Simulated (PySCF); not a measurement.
**State search for LiPb**

Unrestricted PBE0; Li cc-pVDZ, Pb cc-pVDZ-PP with ECP60; scalar-relativistic core potentials (PySCF 2.14). Outer shells of the fragments: Li 2s1; Pb 5d10 6s2 6p2.

Followed along the bond (rough minima from three points):

```json
{"2Ms+1": "4", "unpaired": "σ ↑, π ↑↑", "⟨S²⟩ at the start": "3.75", "R at minimum (Å)": "2.65", "Te (eV)": "0.00"}
{"2Ms+1": "2", "unpaired": "π ↑", "⟨S²⟩ at the start": "0.76", "R at minimum (Å)": "2.84", "Te (eV)": "0.28"}
{"2Ms+1": "2", "unpaired": "σ ↑, π ↑↓", "⟨S²⟩ at the start": "1.76", "R at minimum (Å)": "2.69", "Te (eV)": "0.53"}
{"2Ms+1": "2", "unpaired": "σ ↓, π ↑↑", "⟨S²⟩ at the start": "1.76", "R at minimum (Å)": "2.76", "Te (eV)": "0.58"}
{"2Ms+1": "2", "unpaired": "σ ↑", "⟨S²⟩ at the start": "0.76", "R at minimum (Å)": "2.70", "Te (eV)": "1.17"}
```

Solutions found at the starting distance of 2.680 Å, counted from the lowest of them; the search is not exhaustive and high or unbound solutions are not listed, so other states can lie among these:

```
2Ms+1   unpaired   term  E (eV)  ⟨S²⟩  ⟨Lz²⟩  μ (D)
    4  σ ↑, π ↑↑    ⁴Σ⁻    0.00  3.75   0.00  -5.21
    2        π ↑     ²Π    0.32  0.76   1.00  -3.87
    2  σ ↑, π ↑↓  mixed    0.53  1.76   2.01  -5.05
    2  σ ↓, π ↑↑  mixed    0.59  1.76   0.00  -5.25
    2        σ ↑  mixed    1.17  0.76   2.00  -4.49
    4  σ ↑↑, π ↑     ⁴Π    1.74  3.75   1.00   5.11
    4  σ ↑, π ↑↑  mixed    2.91  3.75   2.00   2.70
```

A term symbol is given only where ⟨S²⟩ and ⟨Lz²⟩ are close to those of a pure state; real π, δ and φ orbitals otherwise mix terms. A positive dipole means Li(−)Pb(+).

These are scalar-relativistic numbers at best; spin–orbit coupling would shift them, the dissociation energy most. Counting both spins, an empty level lies below a filled one in some of these solutions, because spin and occupation are held.
